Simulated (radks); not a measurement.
The numbers below are computed, except where a source is named.
Charge is removed step by step from the 4s1/2 level of Sm32+, starting from [Ar] 3d10 4s2. Level of theory: Dirac Kohn-Sham, LDA (Slater exchange, Perdew-Wang correlation), spin-unpolarised, spherical densities, finite nucleus; Fermi nuclear charge, rms radius 5.0819 fm (a radial shooting solver on a logarithmic mesh with Libxc functionals).

removed (e) = 0: E - E(0) (eV) 0.000; eigenvalue (eV) -1320.3; E minus straight line (eV) 0.000
removed (e) = 0.1: E - E(0) (eV) 132.25; eigenvalue (eV) -1324.7; E minus straight line (eV) -1.977
removed (e) = 0.2: E - E(0) (eV) 264.94; eigenvalue (eV) -1329.1; E minus straight line (eV) -3.513
removed (e) = 0.3: E - E(0) (eV) 398.07; eigenvalue (eV) -1333.5; E minus straight line (eV) -4.608
removed (e) = 0.4: E - E(0) (eV) 531.65; eigenvalue (eV) -1337.9; E minus straight line (eV) -5.264
removed (e) = 0.5: E - E(0) (eV) 665.66; eigenvalue (eV) -1342.3; E minus straight line (eV) -5.481
removed (e) = 0.6: E - E(0) (eV) 800.11; eigenvalue (eV) -1346.7; E minus straight line (eV) -5.259
removed (e) = 0.7: E - E(0) (eV) 934.99; eigenvalue (eV) -1351.1; E minus straight line (eV) -4.599
removed (e) = 0.8: E - E(0) (eV) 1070.3; eigenvalue (eV) -1355.4; E minus straight line (eV) -3.502
removed (e) = 0.9: E - E(0) (eV) 1206.1; eigenvalue (eV) -1359.8; E minus straight line (eV) -1.969
removed (e) = 1: E - E(0) (eV) 1342.3; eigenvalue (eV) -1364.1; E minus straight line (eV) 0.000

Removing the whole electron costs 1342.3 eV by Delta-SCF, against 1320.3 eV from minus the eigenvalue at the starting occupation. Slater's transition state (half an electron removed) gives 1342.3 eV. Integrating minus the eigenvalue over the occupation (Janak's theorem) gives 1342.3 eV. The mean slope of the eigenvalue, de/dn, is 43.8 eV per electron. Ionisation energy of Sm32+ in the NIST Atomic Spectra Database: 1332 eV (theoretical).

Beside tabulated values, note that spin-unpolarised runs miss the spin-polarisation part of the exchange energy of open shells.
